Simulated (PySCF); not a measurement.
## Computed properties of C2H5BF2O, SMILES COB(F)CF

C₂H₅BF₂O, SMILES COB(CF)F. Coordinates come from a PBE0-D3(BJ)/def2-SVP optimisation. The structure was generated by enumeration, and PubChem lists no compound with its InChIKey, so it may never have been made. Other conformers were not sampled. All values are computed for the isolated molecule unless a solvent is named; none is compared with measurement here.

**Structure.** All 27 harmonic modes at PBE0-D3(BJ)/def2-SVP (PySCF) are real, so it is a minimum. With heavy atoms numbered as in [CH3:1][O:2][B:3]([F:4])[CH2:5][F:6], the shortest bond between them is B3–F4 at 1.331 Å and the longest B3–C5 at 1.579 Å.

**Vibrations.** The strongest infrared lines (harmonic, unscaled, degenerate partners summed) lie at 1541 cm⁻¹ (273 km/mol, B 41 %, H 32 %, O 23 %), 1404 cm⁻¹ (214 km/mol, B 41 %, H 26 %, C 21 %, F 10 %), 1436 cm⁻¹ (152 km/mol, H 70 %, C 15 %, B 11 %). The softest mode is at 53 cm⁻¹ and the zero-point energy is 50.3 kcal/mol.

**Electronic structure.** B3LYP/def2-TZVP (PySCF) places the frontier levels at -8.83 and 0.41 eV, a gap of 9.24 eV, and gives a dipole moment of 2.84 D and a mean polarisability of 42.4 bohr³. PBE/def2-TZVP (PySCF) at the same geometry gives -7.33 and -0.33 eV, so its gap is 2.24 eV narrower. An orbital gap is neither the optical nor the fundamental gap.

**Excitations.** TDDFT-CAM-B3LYP/def2-SVPD (PySCF) has S1 at 8.36 eV (148 nm, f = 0.015, weak); the most intense of the 10 singlets computed lies at 9.04 eV (f = 0.13). T1 (TDA) is at 7.67 eV. TDDFT-PBE/def2-SVPD (PySCF) puts S1 at 7.07 eV. No vertical singlet excitation falls in the visible range (under 3.1 eV).

**NMR.** GIAO shifts at PBE0/pcSseg-1 (PySCF) (non-relativistic, atoms alike by connectivity averaged): ¹³C from 53.1 to 73.6 ppm against TMS; ¹H from 4.1 to 4.6 ppm against TMS; ¹⁹F from -308.2 to -99.2 ppm against CFCl3; ¹¹B at 16.5 ppm against BF3.
